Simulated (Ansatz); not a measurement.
`CBO[SiH](O)F` + H₂Te → `CB[TeH]` + `O[SiH](O)F`  (ligand exchange at a B–O bond)

Isolated molecules relaxed with PBE0-D4/def2-TZVP in Ansatz; ΔE leaves out vibrations. CCSD(T)/CBS adds triple-zeta CCSD(T) − MP2 to the extrapolated MP2 energy (def2 sets, frozen cores). This one scheme is used for every species. DFT in def2-TZVPP. def2 core potentials past Kr. For Te outer-core shells are correlated without core-valence functions, which leaves a few kJ/mol of doubt a bond. Each species was taken in one conformer, which may not be the lowest.

```
  level  ΔE (kJ/mol)
ωB97X-V         68.4
    PBE         53.3
```

Question: What does CCSD(T)/CBS give? (Best estimate.)

Answer: Ansatz gave: +57.6 kJ/mol. The listed levels differ from it by 10.8, -4.3 kJ/mol.

Largest T1 diagnostic among the species: 0.013.

In def2-TZVPP, CCSD(T) changes the Hartree–Fock value by −23.3 kJ/mol (the triples alone add −4.4 kJ/mol) and MP2 by −30.9 kJ/mol. From PBE to PBE0 (25 % exact exchange), in def2-TZVPP and without D4, ΔE moves by +4.4 kJ/mol.
